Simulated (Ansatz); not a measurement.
Reaction (redistribution): `FB[O][GeH3]` + `CC[SiH](F)[AlH2]` → `F[SiH]([AlH2])[GeH3]` + `CCOBF`

Program: Ansatz. Geometries: PBE0-D4/def2-TZVP. ΔE: electronic, gas phase. CCSD(T)/CBS adds triple-zeta CCSD(T) − MP2 to the extrapolated MP2 energy (def2 sets, frozen cores). Functionals use def2-TZVPP. B3LYP here is the variant with VWN-RPA as its local correlation; programs differ in this. For Ge outer-core shells are correlated without core-valence functions, which leaves a few kJ/mol of doubt a bond. Scalar relativity is left out up to krypton. Each species was taken in one conformer, which may not be the lowest.

`FB[O][GeH3]`:

Cartesian coordinates in Å:
```
F 0.069 0.862 -2.649
B 0.164 0.792 -1.326
O -0.194 -0.345 -0.722
Ge -0.156 -0.694 1.038
H 0.570 1.760 -0.740
H 0.357 0.555 1.768
H 0.787 -1.890 1.205
H -1.597 -1.040 1.425
```

`CC[SiH](F)[AlH2]`:

```xyz
13

C     1.902    0.999    0.062
C     0.384    0.855    0.151
Si   -0.224   -0.890   -0.169
F     0.499   -1.869    0.899
Al   -2.680   -1.148   -0.046
H     2.219    2.026    0.258
H     2.268    0.722   -0.930
H     2.403    0.353    0.787
H    -0.110    1.508   -0.579
H     0.026    1.180    1.134
H     0.288   -1.309   -1.512
H    -3.591   -0.261   -1.004
H    -3.384   -2.165    0.950
```

`F[SiH]([AlH2])[GeH3]`:

Cartesian coordinates in Å:
```
F -1.770 -0.367 -1.471
Si -0.278 -0.383 -0.843
Al -0.036 -2.094 0.909
Ge 0.224 1.814 -0.043
H 0.661 -0.636 -1.978
H -1.264 -2.962 1.416
H 1.401 -2.279 1.562
H -0.660 2.184 1.162
H 1.692 1.843 0.420
H 0.030 2.880 -1.134
```

`CCOBF`:

```xyz
11

C    -0.353    1.376   -0.514
C     0.110    0.423    0.560
O    -0.505   -0.847    0.390
B     0.201   -1.931    0.050
F    -0.457   -3.071   -0.109
H     0.076    2.367   -0.347
H    -1.441    1.465   -0.507
H    -0.042    1.030   -1.502
H    -0.178    0.787    1.550
H     1.200    0.315    0.544
H     1.389   -1.915   -0.115
```

```csv
level,ΔE (kJ/mol),difference from CCSD(T)/CBS
PBE0-D4,70.2,-12.8
B2PLYP,83.8,0.8
r2SCAN,75.6,-7.4
B3LYP,74.8,-8.2
MP2/def2-TZVPP,96.0,13.0
CCSD/def2-TZVPP,86.4,3.4
CCSD(T)/def2-TZVPP,85.7,2.7
HF/def2-QZVPP,93.1,10.1
SCS-MP2/def2-QZVPP,95.2,12.2
HF/CBS(def2),93.2,10.2
CCSD(T)/CBS,83.0,0
```

Largest T1 diagnostic among the species: 0.013.

From PBE to PBE0 (25 % exact exchange), in def2-TZVPP and without D4, ΔE moves by +6.0 kJ/mol.
